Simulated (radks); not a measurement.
Excited configurations of Hf56+: one electron is placed in a higher orbital outside [Ne] 3s2 3p3. The ground configuration is [Ne] 3s2 3p4. Calculated with a radial shooting solver on a logarithmic mesh with Libxc functionals: scalar-relativistic Kohn-Sham, PBE, spin-polarised, spherical densities, finite nucleus; open shells are filled with parallel spins first (spin-orbit coupling, left out, can overturn this in heavy ions); Fermi nuclear charge, rms radius 5.347 fm. Excitation = E - E(ground); binding = E(ion) - E, where the ion is the core of charge +57; n* = 57/sqrt(2 binding) in atomic units. These energies are relativistic, and a one-electron ion of charge +57 with no core already has n* below n in this formula (scalar-relativistic equation, point nucleus: 3d 2.987, 4d 3.982, 4f 3.991, 5s 4.923, 5d 4.978, 6s 5.920, 6f 5.986, 7s 6.919, 7d 6.975).

3d: excitation (eV) 337.21; binding (eV) 5340.0; n* 2.877; <r> (bohr) 0.1674
4d: excitation (eV) 2744.5; binding (eV) 2932.7; n* 3.882; <r> (bohr) 0.3449
4f: excitation (eV) 2834.0; binding (eV) 2843.2; n* 3.943; <r> (bohr) 0.3029
5s: excitation (eV) 3665.9; binding (eV) 2011.3; n* 4.688; <r> (bohr) 0.5800
5d: excitation (eV) 3818.8; binding (eV) 1858.3; n* 4.877; <r> (bohr) 0.5749
6s: excitation (eV) 4309.0; binding (eV) 1368.2; n* 5.684; <r> (bohr) 0.8521
6f: excitation (eV) 4419.7; binding (eV) 1257.5; n* 5.929; <r> (bohr) 0.8211
7s: excitation (eV) 4686.4; binding (eV) 990.82; n* 6.679; <r> (bohr) 1.176
7d: excitation (eV) 4739.8; binding (eV) 937.42; n* 6.867; <r> (bohr) 1.191

The Delta-SCF ionisation energy is 5677.2 eV (NIST Atomic Spectra Database: 5595 eV, theoretical). Self-interaction in the functional shifts the binding energies and quantum defects, so they are the method's values and not measured ones. Open shells are spherical and high-spin; term and fine-structure splittings are not resolved. Spin-orbit splitting is averaged out at the scalar-relativistic level.
